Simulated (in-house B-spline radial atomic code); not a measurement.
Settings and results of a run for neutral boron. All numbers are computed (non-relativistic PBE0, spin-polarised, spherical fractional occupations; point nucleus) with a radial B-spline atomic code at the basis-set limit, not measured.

In the input, 3d5,1 would mean five up and one down electron.

Command:
```bash
python run_scf.py task.json out
```
Settings:
```
Z                5
configuration    1s2 2s2 2p1,0
hamiltonian      nr
method           pbe0
spin_polarised   True
```

Output (hartree, bohr):
```
 radial grid: 49 intervals, B-splines of order 8, outer radius 50 bohr

 iter        energy (Eh)    residual
    1         -24.056041    8.84e-02
    2         -24.508412    3.78e-02
    3         -24.574548    1.17e-02
    4         -24.582979    4.20e-03
    5         -24.583813    1.68e-03
    6         -24.583972    7.31e-05
    7         -24.583972    2.80e-05
    8         -24.583972    1.94e-06
    9         -24.583972    1.39e-07
   10         -24.583972    7.34e-09

 total energy                       -24.58397
 kinetic                              24.4873
 electron-nucleus                    -56.8182
 Hartree                              11.5309
 exact exchange                       -0.9017
 exchange-correlation                 -2.8823

 orbital      occ     eigenvalue          <r>       <r^2>       <1/r>       <r^4>     <1/r^2>       r_max
 1s up      1.000        -6.9221     0.328661    0.146537     4.65656    0.057079     44.3904      0.2107
 1s down    1.000        -6.9119     0.328218    0.146061     4.66091   0.0565308     44.4575      0.2106
 2s up      1.000        -0.4221      1.93539      4.5009    0.736265     38.7734     2.24456       1.515
 2s down    1.000        -0.3704      1.95942     4.63273    0.728761      41.728     2.20039       1.518
 2p up      1.000        -0.1373      2.35128     7.16959    0.581142     125.971    0.500619       1.624
```

Time taken, with all properties: 0.11 s on 1 thread of Arm Neoverse N1 (shared host).

Caution: exact exchange at fractional occupations of open shells leaves self-interaction of up to several eV.
